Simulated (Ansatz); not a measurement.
Cartesian coordinates in Å:
```
C 0.147 0.858 1.339
B -0.597 0.786 -0.029
C -0.405 -0.318 -1.095
C 0.452 -1.318 -0.899
Br 0.761 -2.705 -2.124
H 0.663 1.823 1.417
H -0.595 0.878 2.147
H 0.866 0.068 1.558
H -1.386 1.657 -0.280
H -0.964 -0.300 -2.026
H 1.058 -1.429 -0.008
```

The species carries charge 0 and has multiplicity 1.

(1) List the ωB97M-V/def2-TZVPP orbital energies in eV (Ansatz). (Best estimate.)

Results:

(1) Ansatz gave: Occupied: -13157.12, -1709.43, -1537.65, -1537.57, -1537.56, -283.57, -281.39, -280.79, -242.29, -187.79, -182.04, -181.76, -181.73, -75.40, -75.32, -75.30, -75.08, -75.08, -26.25, -23.63, -22.28, -19.06, -16.56, -15.18, -14.55, -13.72, -13.28, -12.46, -11.61, -11.46, -10.66, -9.84. Lowest empty: -0.01, 2.10, 2.56, 2.78, 3.08, 3.50, 4.19, 4.33.
